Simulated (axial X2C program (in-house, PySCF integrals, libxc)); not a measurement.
Worked dissociation energy of Be₂: MP2, spin-free

All values were computed with an in-house relativistic program for diatomic molecules. Spin-free means the one-electron spin-free X2C Hamiltonian. Basis: Be dyall-cv3z [8s8p3d1f] (cores contracted in-house); Gaussian nuclei, density fitting, unrestricted open shells. Masses: Be 9.012 u.

Molecular state: M_S = 0, Λ = 0 (closed shell).

Correlated methods: 4 electrons correlated (number of frozen shells: Be 1 s), 156 virtual spin orbitals or spinors in MP2.

```
E(Be) (2M_S = 0, M_L = 0) : -14.604502 hartree
E(Be₂) at Re              : -29.210444 hartree
ωe                        : 112.9 cm⁻¹
ωexe                      : 29.9 cm⁻¹
```

**Question.** Work out De and D0.

**Answer.** De = -14.604502 + (-14.604502) − (-29.210444) = 0.00144 hartree = 0.039 eV. The zero-point energy is ωe/2 − ωexe/4 = 49 cm⁻¹ = 0.006 eV, so D0 = 0.033 eV.

The state is one determinant whose occupation by symmetry is held fixed; it was picked as the lowest of a PBE0 search that is not exhaustive. Dissociation energies refer to the lowest single-determinant-based atoms at the same level and basis.

The levels of this run spread widely (ωe from 113 to 372 cm⁻¹), so these constants depend on the method. The bond is weak, and without diffuse functions and with truncated virtuals even CCSD(T) can be tens of per cent off in De.

Each atomic determinant is the lowest at this level and need not be a pure term. Totals compare only within one Hamiltonian and basis.
